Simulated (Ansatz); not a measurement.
An input meant for Ti₃Si₅ (charge 0, singlet).

```yaml
crystal:
  periodic: [false, false, false]
  atoms:
    - {symbol: Ti, position_ang: [-0.336516, 1.835137, 0.219079]}
    - {symbol: Ti, position_ang: [-0.475780, 2.057322, -1.991762]}
    - {symbol: Ti, position_ang: [-0.887104, -0.332782, -1.206363]}
    - {symbol: Si, position_ang: [0.499315, -1.547953, 2.417925]}
    - {symbol: Si, position_ang: [-1.250066, -0.258563, 1.277803]}
    - {symbol: Si, position_ang: [1.162972, -0.275028, 0.543492]}
    - {symbol: Si, position_ang: [-0.262458, -2.284171, 0.198178]}
    - {symbol: Si, position_ang: [1.549626, 0.806037, -1.458352]}
basis:
  gaussian: {orbitals: STO-3G, fitting: {mean_field: def2-universal-jkfit}}
total_charge: 5
magnetization: {spin_polarized: true, initial_magnetization: 1}
hamiltonian: {xc: {name: RPBE}}
output: {forces: true}
```

```sh
$ ansatz run in.yaml --threads 4 --pin off --events-out ev --progress --plain --max-ram 6963MiB
```

Output, abridged:

```
Functional definition: RPBE
1432 factors; integrals over basis functions are off by at most 1.1e-2 eV
mean field evaluation 1: about -107444.6529 eV, gradient 7.1e1 eV
mean field evaluation 2: about -106946.9186 eV, gradient 2.1e2 eV
mean field evaluation 4: about -107263.0296 eV, gradient 1.6e2 eV
mean field evaluation 8: about -107482.9015 eV, gradient 3.2e0 eV
mean field evaluation 16: about -107483.1783 eV, gradient 1.8e-1 eV
mean field evaluation 32: about -107380.4791 eV, gradient 1.1e2 eV
mean field evaluation 64: about -107377.4673 eV, gradient 1.0e2 eV
mean field evaluation 96: about -107366.3048 eV, gradient 1.1e2 eV
mean field evaluation 128: about -107378.5437 eV, gradient 1.0e2 eV
mean field evaluation 160: about -107372.5195 eV, gradient 1.0e2 eV
mean field evaluation 192: about -107373.6774 eV, gradient 1.1e2 eV
mean field evaluation 224: about -107483.2460 eV, gradient 2.8e-2 eV
mean field evaluation 256: about -107483.1102 eV, gradient 6.3e-1 eV
mean field evaluation 288: about -107454.9110 eV, gradient 5.6e1 eV
mean field evaluation 320: about -107483.1598 eV, gradient 4.3e-1 eV
mean field evaluation 352: about -107483.2385 eV, gradient 1.3e-1 eV
mean field evaluation 384: about -107482.5887 eV, gradient 2.5e0 eV
mean field evaluation 416: about -107483.1613 eV, gradient 8.8e-1 eV
mean field -107483.24659953 eV, -3949.9364577716 hartree, gradient 2.5e-8 eV, S^2 1.565328; 16 other end points of the search recorded, 0 dependent functions left out
reference -107483.24663438 eV, -3949.9364590520 hartree; 66, 65 occupied and 33, 34 virtual orbitals, 1432 factors
Total energy: -107483.24663438 eV, -3949.9364590520 hartree
Atom 0 at    -0.336516     1.835137     0.219079 Å, force     0.103393    -0.341764     6.101171 eV/Å
Atom 1 at    -0.475780     2.057322    -1.991762 Å, force     0.265895     3.584416    -6.991253 eV/Å
Atom 2 at    -0.887104    -0.332782    -1.206363 Å, force    -0.784613    -2.985007     0.175918 eV/Å
Atom 3 at     0.499315    -1.547953     2.417925 Å, force     0.074066    -0.913641     0.717930 eV/Å
Atom 4 at    -1.250066    -0.258563     1.277803 Å, force    -0.741537     1.115766     0.412192 eV/Å
Atom 5 at     1.162972    -0.275028     0.543492 Å, force     1.343616     1.183560    -0.947243 eV/Å
Atom 6 at    -0.262458    -2.284171     0.198178 Å, force    -0.025629    -1.400510    -0.031622 eV/Å
Atom 7 at     1.549626     0.806037    -1.458352 Å, force    -0.235191    -0.242819     0.562909 eV/Å
Dipole moment:    -0.240431     0.264645    -0.225524 e Å
```

Problem. Something in this input is off. What?

Solution. The charge is far from what the species holds (5 typed, 0 meant). The calculation finished and met its thresholds. The result belongs to that input, not to the species as meant. The charge 5 doublet is spin-contaminated (final ⟨S²⟩ up to 1.57, 0.75 for a pure state).
